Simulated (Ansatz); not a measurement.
`[AlH2][SH]` + `NCF` → `FC[NH][AlH2]` + H₂S at 400 K and 1 bar (ligand exchange at the Al–S bond).

Calculated with Ansatz (gas phase, PBE0-D4/def2-TZVP geometries, no zero-point term in ΔE). CCSD(T)/CBS is the MP2 limit (def2-TZVPP, def2-QZVPP) plus CCSD(T) − MP2 in def2-TZVPP, frozen cores. This one scheme is used for every species. One conformer a species, not always the lowest.

```
       species  CCSD(T)/CBS energy (Eh)  H − E (kJ/mol)  S (J/(mol·K))
  `[AlH2][SH]`               -641.61836            79.4          287.5
         `NCF`               -194.94856           170.1          276.5
`FC[NH][AlH2]`               -437.58340           187.8          340.9
           H₂S               -398.97279            53.4          215.9
```

H − E and S are ideal-gas, rigid-rotor, harmonic terms from PBE0-D4/def2-TZVP, for one conformer and one mirror image of each species. 1 Eh = 2625.50 kJ/mol, R = 8.31446 J/(mol·K).

**Question.** By hand: ΔE, ΔH, ΔS and ΔG.

**Answer.** ΔE = (-437.58340) + (-398.97279) − (-641.61836) − (-194.94856) = 0.01073 Eh = 28.2 kJ/mol. Δ(H − E) = 187.8 + 53.4 − 79.4 − 170.1 = -8.3, so ΔH = 19.9 kJ/mol. ΔS = 340.9 + 215.9 − 287.5 − 276.5 = -7.2 J/(mol·K). ΔG = 19.9 − 400 × (-7.2)/1000 = 22.8 kJ/mol.

**Question.** By hand: the equilibrium constant, and the temperature at which ΔG would vanish if ΔH and ΔS stayed fixed.

**Answer.** log₁₀ K = −ΔG/(RT ln 10) = -3.0. ΔH and −TΔS have one sign here, so there is no such temperature.

The number of gas molecules stays the same, so ΔS is small and ΔH decides. A doubt of 5 kJ/mol in ΔE shifts log₁₀ K by 0.7 here. Other conformers and mirror images would add mixing entropy, several J/(mol·K) or more a flexible species. These are equilibria of isolated gas molecules and say nothing of rates. Largest T1 diagnostic: 0.012 (customary marks: 0.02 for closed shells, 0.045 for open ones).

ΔS is within the doubt of such terms, so its sign, and with it that verdict, could turn.
